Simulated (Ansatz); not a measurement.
Geometry optimisation, RHF/6-31G* in Ansatz.

Input file:

```yaml
crystal:
  periodic: [false, false, false]
  atoms:
    - { symbol: B, position_ang: [0.038696, -0.360276, -0.101019] }
    - { symbol: O, position_ang: [0.017622, -0.719987, 1.24449] }
    - { symbol: H, position_ang: [-0.847731, -0.902517, 1.584669] }
    - { symbol: "N", position_ang: [1.266796, -0.409376, -0.773665] }
    - { symbol: H, position_ang: [2.10908, -0.690073, -0.326716] }
    - { symbol: H, position_ang: [1.377802, -0.057368, -1.696713] }
    - { symbol: O, position_ang: [-1.087258, -0.008762, -0.792095] }
    - { symbol: H, position_ang: [-1.843914, 0.204147, -0.266848] }
    - { symbol: S, position_ang: [0.010318, 2.445825, 1.228446] }
    - { symbol: H, position_ang: [0.367283, 3.329906, 2.160057] }
    - { symbol: H, position_ang: [0.476605, 1.350081, 1.893593] }
basis:
  gaussian: { orbitals: "6-31G*" }
hamiltonian:
  xc: hf
relax:
  f_tol: 0.03
  max_steps: 50
```

Command:

```bash
$ ansatz run input.yaml --threads 1 --pin off --max-ram 2048MiB --backend cpu --events-out ev --progress --plain --runs-dir out
```

Where does it end, and by what steps?

The run ended unconverged. The force dipped under the threshold on the way, but the program's further checks kept it going. After 49 steps the energy has fallen by 0.280 eV; H11 moved furthest, 2.13 Å.

```json
{"step": "0", "energy less start (eV)": "0.0000", "largest force component (eV/Å)": "1.095", "accepted": "yes"}
{"step": "2", "energy less start (eV)": "-0.1654", "largest force component (eV/Å)": "0.607", "accepted": "yes"}
{"step": "4", "energy less start (eV)": "-0.1859", "largest force component (eV/Å)": "1.149", "accepted": "yes"}
{"step": "6", "energy less start (eV)": "-0.2072", "largest force component (eV/Å)": "0.243", "accepted": "yes"}
{"step": "8", "energy less start (eV)": "-0.2132", "largest force component (eV/Å)": "0.062", "accepted": "yes"}
{"step": "10", "energy less start (eV)": "-0.2205", "largest force component (eV/Å)": "0.272", "accepted": "yes"}
{"step": "12", "energy less start (eV)": "-0.2297", "largest force component (eV/Å)": "0.268", "accepted": "yes"}
{"step": "14", "energy less start (eV)": "-0.2372", "largest force component (eV/Å)": "0.266", "accepted": "yes"}
{"step": "16", "energy less start (eV)": "-0.2435", "largest force component (eV/Å)": "0.167", "accepted": "yes"}
{"step": "18", "energy less start (eV)": "-0.2484", "largest force component (eV/Å)": "0.134", "accepted": "yes"}
{"step": "20", "energy less start (eV)": "-0.2523", "largest force component (eV/Å)": "0.474", "accepted": "yes"}
{"step": "22", "energy less start (eV)": "-0.2599", "largest force component (eV/Å)": "0.119", "accepted": "yes"}
{"step": "24", "energy less start (eV)": "-0.2638", "largest force component (eV/Å)": "0.044", "accepted": "yes"}
{"step": "26", "energy less start (eV)": "-0.2674", "largest force component (eV/Å)": "0.207", "accepted": "yes"}
{"step": "28", "energy less start (eV)": "-0.2710", "largest force component (eV/Å)": "0.192", "accepted": "yes"}
{"step": "30", "energy less start (eV)": "-0.2723", "largest force component (eV/Å)": "0.115", "accepted": "yes"}
{"step": "32", "energy less start (eV)": "-0.2748", "largest force component (eV/Å)": "0.150", "accepted": "yes"}
{"step": "34", "energy less start (eV)": "-0.2758", "largest force component (eV/Å)": "0.128", "accepted": "yes"}
{"step": "36", "energy less start (eV)": "-0.2764", "largest force component (eV/Å)": "0.086", "accepted": "yes"}
{"step": "38", "energy less start (eV)": "-0.2771", "largest force component (eV/Å)": "0.120", "accepted": "yes"}
{"step": "40", "energy less start (eV)": "-0.2777", "largest force component (eV/Å)": "0.119", "accepted": "yes"}
{"step": "42", "energy less start (eV)": "-0.2785", "largest force component (eV/Å)": "0.064", "accepted": "yes"}
{"step": "44", "energy less start (eV)": "-0.2792", "largest force component (eV/Å)": "0.033", "accepted": "yes"}
{"step": "46", "energy less start (eV)": "-0.2793", "largest force component (eV/Å)": "0.023", "accepted": "yes"}
{"step": "48", "energy less start (eV)": "-0.2794", "largest force component (eV/Å)": "0.061", "accepted": "no"}
{"step": "49", "energy less start (eV)": "-0.2798", "largest force component (eV/Å)": "0.031", "accepted": "yes"}
```

```xyz
11
Properties=species:S:1:pos:R:3
B 0.367 -0.509 -0.410
O 0.776 -0.352 0.889
H 0.377 0.374 1.345
N 0.932 -1.549 -1.172
H 1.618 -2.165 -0.804
H 0.672 -1.719 -2.116
O -0.571 0.297 -1.003
H -0.934 0.965 -0.442
S -0.781 2.880 2.129
H -0.974 2.529 3.392
H 0.404 3.431 2.346
```

Run time: 64 s on 1 thread of Intel(R) Xeon(R) 6975P-C (Granite Rapids) (shared host), peak memory 0.19 GiB.
